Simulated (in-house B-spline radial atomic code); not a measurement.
Br²⁺. Computed with a B-spline radial atomic code. Model: non-relativistic spherical atom: semilocal Troullier-Martins pseudo-atom, one channel per l, against all electrons, high spin, G0W0 and RPA with empty states to l = 8, local potential for every l without a channel, a model core (radius 0 = none) keeps its share of the functional.

The core holds an angular momentum without a channel of its own, so the local potential lets valence electrons into it.

What the tables leave out is listed at the end.

The pseudopotential gives back the lowest level of each angular momentum of its own functional in the configuration it was made in; a second state of the same l is only approximately right. Exact exchange, RPA and GW see the smooth pseudo-orbitals and miss the exchange with the core, for which the functional's share stands in. The column with an uncorrelated core keeps all orbitals and exact exchange, and so separates missing core correlation from pseudisation. Only the three outermost levels and the lowest empty one were computed. RPA here is direct RPA, with no exchange kernel, and its energies carry an (l + 1/2)⁻⁴ tail. A hybrid on a potential with a model core restores only its own semilocal share of the core's exchange.

Command:
```bash
python run_psgw.py task.json out
```
Settings (lengths in bohr, energies in hartree):
```
Z                      35
electrons              33
configuration          [Ar] 3d10 4s2 4p3
generated_in           [Ar] 3d10 4s2 4p5
functional             lda,vwn
core_shells            6
radius_factor          0.9
core_correction        False
```

Run time, properties included: 12 s on 1 thread of Intel(R) Xeon(R) 6975P-C (Granite Rapids), on a shared host.

Given: made with LDA VWN5; model core radius 0 bohr; local radius 1.325 bohr; mean-field start LDA VWN5.

Valence shells of the generating configuration: 4s, 4p.

Channel: s 1.295, p 1.495 (radii in bohr).

Computed: largest level miss in the spin-unpolarised generating configuration 0 eV; valence RPA correlation energy pseudo -0.25674 hartree; all-electron RPA polarisability, core included 7.373 bohr³; pseudo-atom RPA polarisability 7.8701 bohr³.

```
          level  occupied  mean-field all-electron (eV)  mean-field pseudo minus all (eV)  G0W0 all-electron (eV)  G0W0 uncorrelated core minus all (eV)  G0W0 pseudo minus all (eV)  exchange self-energy all-electron (eV)  exchange self-energy pseudo (eV)
          4p up         1                       -29.435                            -0.099                 -35.236                                  0.234                      -0.409                                 -23.103                           -19.509
        4s down         1                       -39.441                             0.565                 -44.655                                  0.563                      -0.042                                 -20.482                           -14.978
4p down (empty)         0                       -26.701                             0.394                 -21.879                                   0.28                      -0.691                                 -6.8466                           -3.2071
```

(1) What is the valence RPA correlation energy all-electron orbitals?

Given: mean-field start PBE0.

Computed: valence RPA correlation energy pseudo -0.23152 hartree; all-electron RPA polarisability, core included 6.7224 bohr³; pseudo-atom RPA polarisability 6.9894 bohr³.

```json
{"level": "4p up", "occupied": "1", "mean-field all-electron (eV)": "-31.054", "mean-field pseudo minus all (eV)": "-0.255", "G0W0 all-electron (eV)": "-35.379", "G0W0 uncorrelated core minus all (eV)": "0.225", "G0W0 pseudo minus all (eV)": "-0.363", "exchange self-energy all-electron (eV)": "-22.946", "exchange self-energy pseudo (eV)": "-19.612"}
{"level": "4s down", "occupied": "1", "mean-field all-electron (eV)": "-40.215", "mean-field pseudo minus all (eV)": "-0.012", "G0W0 all-electron (eV)": "-44.591", "G0W0 uncorrelated core minus all (eV)": "0.562", "G0W0 pseudo minus all (eV)": "-0.016", "exchange self-energy all-electron (eV)": "-20.22", "exchange self-energy pseudo (eV)": "-15.082"}
{"level": "4p down (empty)", "occupied": "0", "mean-field all-electron (eV)": "-24.77", "mean-field pseudo minus all (eV)": "-0.066", "G0W0 all-electron (eV)": "-21.693", "G0W0 uncorrelated core minus all (eV)": "0.27", "G0W0 pseudo minus all (eV)": "-0.468", "exchange self-energy all-electron (eV)": "-6.5074", "exchange self-energy pseudo (eV)": "-3.1981"}
```

(2) What is the valence RPA correlation energy all-electron orbitals?

Given: mean-field start Hartree-Fock.

Computed: valence RPA correlation energy all-electron orbitals -0.14803 hartree; valence RPA correlation energy pseudo -0.17983 hartree; all-electron RPA polarisability, core included 5.4764 bohr³.

```csv
level,occupied,mean-field all-electron (eV),mean-field pseudo minus all (eV),G0W0 all-electron (eV),G0W0 uncorrelated core minus all (eV),G0W0 pseudo minus all (eV),exchange self-energy all-electron (eV),exchange self-energy pseudo (eV)
4p up,1,-35.151,-0.351,-35.651,0.21,-0.312,-22.629,-19.605
4s down,1,-42.46,-0.13,-44.469,0.542,0.068,-19.558,-14.972
4s up,?,?,?,?,?,?,?,?
4p down (empty),0,-19.477,-0.142,-21.377,0.222,-0.204,-5.5192,-2.9553
```

(3) What belongs in the row 4s up?

(4) What is the pseudo-atom RPA polarisability?

Results:

(1) -0.19859 hartree.

(2) -0.18261 hartree.

(3) occupied: 1; mean-field all-electron (eV): -52.062; mean-field pseudo minus all (eV): -0.535; G0W0 all-electron (eV): -49.564; G0W0 uncorrelated core minus all (eV): 0.23; G0W0 pseudo minus all (eV): 0.202; exchange self-energy all-electron (eV): -29.196; exchange self-energy pseudo (eV): -25.065.

(4) 5.5347 bohr³.

Among the listed levels the largest G0W0 shift of the pseudo-atom is -0.69 eV, for 4p down (empty) on the LDA VWN5 start, while leaving the core uncorrelated moves that level by +0.28 eV. So pseudisation and the lost core exchange, not the missing core correlation, make the error. Not in the tables (levels of low weight, unsolved or above zero; the highest and the empty levels are kept at any weight): on LDA the G0W0 levels 4s up (pseudo minus all +2.94 eV, weights 0.32 and 0.31); on PBE0 the G0W0 levels 4s up (pseudo minus all +0.36 eV, weights 0.49 and 0.37).
